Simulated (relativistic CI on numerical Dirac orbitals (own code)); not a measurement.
Ce³⁺: M4,5 absorption edge

Computed with this model: Dirac-Coulomb-Breit CI, orbitals from a KLI potential per configuration, model QED (radiative potential, 1s self-energy scaled to tabulated hydrogen-like ionisation energies), multiplet model of core-to-valence dipole absorption, unscaled Slater integrals; configurations [Xe] 4f → [Ar] 3d9 4s2 4p6 4d10 4f2 5s2 5p6; 300 K; Lorentzian 0.6 eV and Gaussian 0.4 eV FWHM. Energies are those of the free ion, without screening or charge transfer. The branching ratio is the share of the lower-energy edge in the whole absorption, uncertain by about 0.02 where the edges overlap. S is read from ⟨S²⟩ = S(S + 1).

free ion: ground-state S = 0.50, centroid 894.79 eV, branching ratio 0.431. Peaks (eV, height): 883.8 (40), 885.5 (80), 898.9 (13), 900.7 (42), 903.1 (100), 906.4 (8).

The statistical ratio of this edge is 3/5 = 0.600. Values above it arise where the holes sit mainly in the j = l + 1/2 valence subshell or the ground state has high spin; values below it where core-valence Coulomb terms move weight to the upper edge, as in nearly empty shells.

Strongest unbroadened transitions for free ion:

| Energy (eV) | Relative strength |
| --- | --- |
| 881.90 | 2.5 |
| 882.44 | 2.6 |
| 883.71 | 30.7 |
| 883.89 | 8.2 |
| 884.25 | 6.6 |
| 884.46 | 18.7 |
| 885.40 | 71.7 |
| 885.71 | 36.0 |
| 898.58 | 4.7 |
| 898.91 | 5.0 |
| 898.97 | 4.8 |
| 899.62 | 2.5 |
| 900.73 | 47.3 |
| 901.62 | 8.4 |
| 902.98 | 100.0 |
| 903.45 | 50.4 |
| 904.00 | 9.4 |
| 906.45 | 7.5 |
